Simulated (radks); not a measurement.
Task: These are the eigenvalues of the occupied orbitals of an atom or ion with whole-number occupations (eV). Calculated with a radial shooting solver on a logarithmic mesh with Libxc functionals: Dirac Kohn-Sham, PBE, spin-unpolarised, spherical densities, finite nucleus; Fermi nuclear charge, rms radius of each element as measured or else 0.836 A^(1/3) + 0.57 fm.

1s1/2: -4937.208
2s1/2: -606.4391
2p1/2: -517.6057
2p3/2: -511.8295
3s1/2: -123.8575
3p1/2: -99.5239
3p3/2: -98.7431
4p1/2: -34.5593

Which element is it, and in what charge state? The configuration may be excited. Open shells, if any, fill j = l - 1/2 first.

Result: Z = 22, titanium, charge +4: Ti4+ in [Ne] 3s1 3p6 4p1. The list shows which subshells hold electrons but not how many an open one holds; the 1s level, -181.44 hartree, gives Z - s = 19.0 by -(Z - s)^2/2, which with screening and relativity narrows Z to a few neighbours, and the depths of the outer levels then fix element, charge and occupations together.
